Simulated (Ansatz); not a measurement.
AsP₃. Charge 0, multiplicity 1. Geometry r2SCAN-D4/def2-SVP.

```xyz
4

P     1.122   -0.466   -1.237
P     0.915    0.081    0.827
P    -0.899   -0.655   -0.541
As   -1.138    1.040    0.950
```

The restricted singlet is unstable towards broken spin symmetry at other levels; at PBE-D4/def2-TZVP, r2SCAN-D4/def2-TZVP, PBE0-D4/def2-TZVP, BHLYP-D4/def2-TZVP this wasn't settled. The geometry of the singlet was relaxed on an unsound state (restricted singlet, unstable towards broken spin symmetry at other levels and untested here). Another isomer (singlet) lies 2.30 eV lower at PBE0-D4/def2-TZVP; other spin states weren't run for this one.

Problem. Estimate the orbital energies around the gap (eV) in Ansatz with PBE-D4/def2-TZVP, r2SCAN-D4/def2-TZVP, PBE0-D4/def2-TZVP, BHLYP-D4/def2-TZVP.

Solution. 
```csv
orbital,PBE-D4/def2-TZVP,r2SCAN-D4/def2-TZVP,PBE0-D4/def2-TZVP,BHLYP-D4/def2-TZVP
HOMO−9,-19.02,-19.90,-21.33,-23.36
HOMO−8,-15.19,-15.84,-17.09,-18.77
HOMO−7,-13.84,-14.41,-15.65,-17.25
HOMO−6,-11.34,-11.76,-12.81,-14.09
HOMO−5,-8.51,-8.88,-9.64,-10.60
HOMO−4,-8.40,-8.76,-9.62,-10.52
HOMO−3,-8.14,-8.49,-9.22,-10.00
HOMO−2,-7.55,-7.86,-8.57,-9.38
HOMO−1,-5.72,-5.93,-6.66,-7.40
HOMO,-4.98,-5.19,-5.82,-6.44
LUMO,-3.75,-3.80,-3.17,-2.38
LUMO+1,-3.69,-3.70,-2.97,-2.01
LUMO+2,-1.91,-1.69,-1.10,-0.22
LUMO+3,-0.95,-0.69,-0.11,0.84
LUMO+4,-0.65,-0.46,0.19,1.14
LUMO+5,-0.64,-0.37,0.21,1.24
```
